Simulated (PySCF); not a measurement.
MoH4: one-bond stretch

All numbers come from PySCF, Ur2SCAN, basis Mo def2-TZVP with ECP28, H def2-TZVP (scalar-relativistic core potentials, no spin–orbit coupling, density fitting).

Rigid scan from the triplet minimum (Mo–H 1.689 Å (×4); H–Mo–H 109.5° (×6)). Coordinate: the bond from Mo to the last atom (H) scaled, the rest fixed. Energies in kJ/mol from the minimum.

(1) Predict the curve at 0.92, 0.96, 1.00, 1.05, 1.12, 1.20, 1.35, 1.55, 1.80, 2.20.

## Answers

(1) 
```csv
scale of one bond,E (kJ/mol),dipole size (D),⟨S²⟩
0.92,14.4,0.27,2.03
0.96,3.3,0.13,2.03
1.00,0.0,0.00,2.03
1.05,4.2,0.16,2.04
1.12,20.5,0.37,2.05
1.20,48.1,0.58,2.07
1.35,107.5,0.75,2.18
1.55,172.3,–,2.51
1.80,218.8,–,2.78
2.20,250.4,–,2.97
```

Spin contamination is strong at 1.55, 1.80, 2.20, so these points are less reliable.

Other spin states or occupations of the open shell can lie lower.

Other isomers or separated fragments may lie lower.

The scan took roughly 2.1 core-minutes on a shared host.
